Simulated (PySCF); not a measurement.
**Dipole response of S- (sulfur, charge -1)**

[Ne] 3s2 3p5, 2P determinant. Computed with PySCF 2.14 in aug-cc-pwCVQZ (10s9p7d5f3g, 134 functions), with no relativity, point nucleus. Coupled (time-dependent) response in atomic units; α is the mean over directions.

```tsv
method	mean α (bohr³)	α xx, yy, zz	C₆ (like pair)	S(−4)
UHF	43.97	35.19, 48.36, 48.36	441.1	670.8
```

S(−4) is the Cauchy moment in α(ω) = α(0) + S(−4) ω² + …

α(iu) at UHF:

```csv
u (hartree),α(iu) (bohr³)
0,43.97
0.0500,42.39
0.100,38.53
0.200,29.42
0.300,22.02
0.500,12.96
0.750,7.548
1.00,4.879
1.50,2.502
2.00,1.526
3.00,0.7552
5.00,0.3177
```

A single London oscillator, α(iu) = α/(1 + u²/ω²), gives C₆ = (3/4) ω α². Matching the computed C₆ needs ω = 4 × 441.1 / (3 × 43.97²) = 0.304 hartree.

For an ion, C₆ is the dispersion term alone; charge-induced terms of lower order in 1/R come first.

The components differ because the open shell of this determinant is not spherical; for a pure term their mean is the scalar polarisability.
